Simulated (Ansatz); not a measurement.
Cost and result for the atomization energy of CH6BFSn (`[BH2][SnH2][CH2]F`) (10 atoms, 9 bonds).

Cartesian coordinates in Å:
```
B 0.044 -1.698 1.171
Sn 0.573 -0.338 -0.535
C -0.513 1.540 -0.373
F -1.870 1.285 -0.216
H -0.083 -2.875 1.018
H -0.104 -1.246 2.266
H 0.263 -0.991 -2.086
H 2.241 0.063 -0.473
H -0.170 2.108 0.496
H -0.382 2.151 -1.269
```

Total charge 0; spin multiplicity 1. Correlated methods include outer-core shells of Sn, which these sets cover unevenly. Sn takes the def2 core potential. All single points use the PBE0-D4/def2-TZVP geometry. It is one conformer, not always the lowest. Program: Ansatz. All runs use 4 threads of an Arm Neoverse V1 on a shared host. Times are those of one run each, without the atoms' runs, and a repeat can differ threefold. Electronic energies, without spin–orbit coupling; frozen cores. CCSD(T)/CBS adds CCSD(T) − MP2 in def2-TZVPP to the MP2 limit, and its time is that of the two runs behind it. T1 = 0.013. With those shells the extrapolation isn't a true limit. B3LYP takes the VWN-RPA correlation (the form of Gaussian; ORCA's B3LYP/G).

CCSD(T)/CBS is a level of theory with its own doubt, some kJ/mol a heavy atom from the limit and from the frozen cores, so smaller differences don't rank the functionals.

```tsv
level	functions	wall time	atomization (kcal/mol)	difference from CCSD(T)/CBS	per bond
PBE-D4/def2-TZVPP (with forces)	227	2.2 s	735.1	5.4	0.6
PBE0-D4/def2-TZVPP	227	2.3 s	725.2	-4.5	-0.5
B3LYP-D4/def2-TZVPP (with forces)	227	3.7 s	727.6	-2.1	-0.2
r2SCAN-D4/def2-TZVPP (with forces)	227	3.9 s	728.8	-0.9	-0.1
B2PLYP/def2-TZVPP	227	4.5 s	718.5	-11.2	-1.2
ωB97X-V/def2-TZVPP	227	6 s	732.8	3.1	0.4
ωB97M-V/def2-TZVPP (with forces)	227	9 s	728.8	-0.9	-0.1
MP2/def2-QZVPP	433	16 s	723.6	-6.1	-0.7
CCSD(T)/def2-TZVPP	227	2.4 min	712.6	-17.1	-1.9
CCSD(T)/CBS(def2)	–	2.7 min	729.7	0.0	0.0
```

The D4 term adds +6.5 kcal/mol with B3LYP and +3.4 kcal/mol with PBE0; it sums over pairs of atoms, weighted by their polarisabilities, and B3LYP, whose exchange is more repulsive, gets the larger term. From PBE to PBE0 (25 % exact exchange), in def2-TZVPP and without D4, the atomization energy moves by −9.3 kcal/mol: exact exchange takes away binding that semilocal exchange gives to molecules. In def2-TZVPP, CCSD(T) changes the Hartree–Fock value by +177.6 kcal/mol (the triples alone add +9.2 kcal/mol) and MP2 by +178.5 kcal/mol; breaking electron pairs costs correlation energy, which Hartree–Fock lacks.

Spin–orbit coupling would lower the free Sn atoms strongly, and the atomization energy with them, by more than many differences here. For some Ge, Se and Sn compounds the MP2-based and the directly extrapolated limit differ by 10 to 25 kJ/mol.
